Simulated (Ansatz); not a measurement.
`OBN[SiH3]`, 10 atoms. Charge 0, multiplicity 1. All runs use 2 threads of an Intel Xeon 6975P-C on a shared host. Correlated methods freeze the cores.

Q: Give the basis size and wall time and peak host memory of each of these runs in Ansatz. RKS PBE0-D4/def2-SVP energy; RKS B2PLYP (frozen core)/def2-TZVPP energy; RKS PBE0-D4/def2-TZVPP energy; RKS PBE0-D4/def2-TZVP frequencies; RKS PBE0-D4/def2-TZVP relaxation (6 steps); RKS B97M-V/def2-TZVPP energy; RHF-MP2/def2-QZVPP energy; RKS r2SCANh-D4/def2-TZVPP energy; RKS PBE0-D4/def2-QZVPP energy; RKS ωB97M-V/def2-SVP energy; RHF-CCSD(T)/def2-SVP energy; RKS ωB97M-V/def2-QZVPP energy. (Estimate.)

A: Ansatz gave: Other jobs shared the machine, so times are rough.

```tsv
level	job	functions	wall time	peak host memory (GiB)
RKS PBE0-D4/def2-SVP	energy	90	0.75 s	0.4
RKS PBE0-D4/def2-TZVPP	energy	219	1.9 s	0.44
RKS ωB97M-V/def2-SVP	energy	90	2.4 s	0.4
RHF-CCSD(T)/def2-SVP	energy	90	2.5 s	0.4
RKS r2SCANh-D4/def2-TZVPP	energy	219	2.8 s	0.46
RKS B97M-V/def2-TZVPP	energy	219	4.9 s	0.32
RKS B2PLYP (frozen core)/def2-TZVPP	energy	219	4.9 s	0.5
RKS PBE0-D4/def2-QZVPP	energy	421	7.5 s	1.1
RKS PBE0-D4/def2-TZVP	relaxation (6 steps)	166	14 s	0.36
RKS ωB97M-V/def2-QZVPP	energy	421	15 s	1.4
RHF-MP2/def2-QZVPP	energy	421	18 s	2.1
RKS PBE0-D4/def2-TZVP	frequencies	166	93 s	0.4
```
